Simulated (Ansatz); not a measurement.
Geometry optimisation, Ansatz 0.2.0, RHF/6-31G*.

input.yaml

```yaml
crystal:
  periodic: [false, false, false]
  atoms:
    - { symbol: Si, position_ang: [0.0, 0.0, 0.0] }
    - { symbol: O, position_ang: [0.0, 0.0, 1.68] }
    - { symbol: C, position_ang: [-1.1112, -0.3437, 2.4945] }
    - { symbol: H, position_ang: [-1.814, -0.9775, 1.9143] }
    - { symbol: H, position_ang: [-0.7584, -0.9037, 3.3856] }
    - { symbol: H, position_ang: [-1.6313, 0.5809, 2.8212] }
    - { symbol: F, position_ang: [1.4994, 0.0, -0.5295] }
    - { symbol: F, position_ang: [-0.7489, 1.2974, -0.5295] }
    - { symbol: F, position_ang: [-0.7489, -1.2974, -0.5295] }
basis:
  gaussian: { orbitals: "6-31G*" }
hamiltonian:
  xc: hf
relax:
  f_tol: 0.02
  max_steps: 40
```

Run as:

```bash
$ ansatz run input.yaml --threads 1 --pin off --max-ram 2048MiB --backend cpu --events-out ev --progress --plain --runs-dir out
```

Where does it end, and by what steps?

The run converged. The force dipped under the threshold on the way, but the program's further checks kept it going. After 13 steps the energy has fallen by 0.261 eV; H4 moved furthest, 0.34 Å.

```csv
step,energy less start (eV),largest force component (eV/Å),accepted
0,0.0000,2.447,yes
1,-0.1905,1.601,yes
2,-0.2450,0.155,yes
3,-0.2498,0.093,yes
4,-0.2543,0.101,yes
5,-0.2558,0.122,yes
6,-0.2595,0.016,yes
7,-0.2402,0.707,no
8,-0.2602,0.029,yes
9,-0.2600,0.145,no
10,-0.2604,0.078,yes
11,-0.2609,0.073,yes
12,-0.2612,0.031,yes
13,-0.2613,0.003,yes
```

```xyz
9
Properties=species:S:1:pos:R:3
Si -0.011 -0.009 0.032
O -0.014 -0.242 1.606
C -1.112 -0.375 2.484
H -1.753 -1.190 2.172
H -0.720 -0.586 3.467
H -1.683 0.544 2.516
F 1.462 -0.016 -0.486
F -0.669 1.358 -0.363
F -0.812 -1.128 -0.722
```

The run took 32 s on 1 thread of Arm Neoverse V2, with other jobs on the host, peak memory 0.19 GiB.
